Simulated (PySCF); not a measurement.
**33S chemical shifts**

- NMR shieldings at PBE0/pcSseg-1/GIAO
- structure optimised with GFN2-xTB
- code: PySCF 2.14.0 with density-fitted response routines
- in vacuum, non-relativistic Hamiltonian, one conformer, rapidly exchanging positions averaged

Shieldings were converted by a linear fit to measured shifts: 33S: δ = 158.28 − 0.937σ (rms 33.3 ppm, 20 shifts vs sulfate, solution or neat liquid). Occasional misses reach two or three times the rms, and more in compound classes unlike the fitted ones.

Q: Give the 33S shifts of `C[C@]1(F)C[SiH2]SCS1`, `CC[C@@H]1CS[Si@@H](F)S1`, `CS/C=C(/[SiH2]F)SC`, `N#C[SiH2][Si@](N)(S)C#N`, `[SiH3]S`, `C[C@@H](F)[C@@H]1CS[SiH2]S1`, `F[C@@H]1CSC[SiH2]SC1`.

A: 
```tsv
compound	environment	δ (ppm)
[CH3:1][C@:2]1([F:3])[CH2:4][SiH2:5][S:6][CH2:7][S:8]1	S8: sulfide sulfur	-184
[CH3:1][C@:2]1([F:3])[CH2:4][SiH2:5][S:6][CH2:7][S:8]1	S6: sulfur bonded to C, Si, in a 6-membered ring	-430
[CH3:1][CH2:2][C@@H:3]1[CH2:4][S:5][Si@@H:6]([F:7])[S:8]1	S8: sulfur bonded to C, Si, in a 5-membered ring	-373
[CH3:1][CH2:2][C@@H:3]1[CH2:4][S:5][Si@@H:6]([F:7])[S:8]1	S5: sulfur bonded to C, Si, in a 5-membered ring	-406
[CH3:1][S:2]/[CH:3]=[C:4](/[SiH2:5][F:6])[S:7][CH3:8]	S2: sulfide sulfur	-265
[CH3:1][S:2]/[CH:3]=[C:4](/[SiH2:5][F:6])[S:7][CH3:8]	S7: sulfide sulfur	-368
N#C[SiH2][Si@](N)(S)C#N	sulfur bonded to Si, H	-494
[SiH3]S	sulfur bonded to Si, H	-585
[CH3:1][C@@H:2]([F:3])[C@@H:4]1[CH2:5][S:6][SiH2:7][S:8]1	S8: sulfur bonded to C, Si, in a 5-membered ring	-420
[CH3:1][C@@H:2]([F:3])[C@@H:4]1[CH2:5][S:6][SiH2:7][S:8]1	S6: sulfur bonded to C, Si, in a 5-membered ring	-444
[F:1][C@@H:2]1[CH2:3][S:4][CH2:5][SiH2:6][S:7][CH2:8]1	S4: sulfide sulfur	-389
[F:1][C@@H:2]1[CH2:3][S:4][CH2:5][SiH2:6][S:7][CH2:8]1	S7: sulfur bonded to C, Si, in a 7-membered ring	-477
```
